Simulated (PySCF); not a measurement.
Delta-SCF ions had no search for a lower state. Excitations are Tamm–Dancoff values on a coarser integration grid. The basis has no diffuse functions, so Rydberg states are missing or too high.

Cartesian coordinates (Å):
SMILES: C=[SiH][GeH3]
```xyz
9

C      1.8630     0.5972    -0.0267
Si     0.6043    -0.4591    -0.4829
Ge    -1.6124    -0.1651     0.2787
H      1.6889     1.4420     0.6300
H      2.8847     0.4742    -0.3688
H      0.8846    -1.6038    -1.3844
H     -1.6554     1.0703     1.1885
H     -2.0848    -1.3959     1.0693
H     -2.5730     0.0403    -0.9038
```
Charge 0, spin multiplicity 1.

Task: Estimate the S1 excitation (TDA), vertical ionisation energy (Delta-SCF), total energy, HOMO–LUMO gap, HOMO, dipole moment, T1 excitation (TDA) and brightest of the four lowest singlets (TDA) that PBE-D3(BJ)/def2-TZVP // PBE0-D3(BJ)/def2-TZVP (PySCF 2.14.0) returns for this input.

Result: 
```yaml
S1 excitation (TDA): 5.11 eV
vertical ionisation energy (Delta-SCF): 8.57 eV
total_energy: -2407.6540 Ha
HOMO–LUMO gap: 3.42 eV
HOMO: -5.66 eV
dipole_moment: 0.127 e·Å
T1 excitation (TDA): 2.56 eV
brightest of the four lowest singlets (TDA): 5.31 eV
```
